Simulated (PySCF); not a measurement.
Cl₄HSi₂, SMILES Cl[Si](Cl)[SiH](Cl)Cl (connectivity only; charge and spin as stated), charge +1, multiplicity 1.

Geometry optimised at B3LYP-D3(BJ)/def2-SVP. The multiplicity is an assumed one; no other spin state was optimised. The isomer is the one that the SMILES or the coordinates give; other isomers of the formula were not compared. One conformer was computed; it need not be the lowest.

Calculation: HF/def2-TZVP (PySCF).

Isolated molecule, no solvent.

Computed frontier levels, gap, dipole moment and polarisability:
- highest occupied level = -16.48 eV
- lowest empty level = -5.11 eV
- orbital gap = 11.37 eV
- dipole moment about the centre of nuclear charge = 2.58 D
- mean static polarisability = 86.5 bohr³ (12.81 Å³)
- polarisability, principal values = 71.6, 89.4, 98.3 bohr³
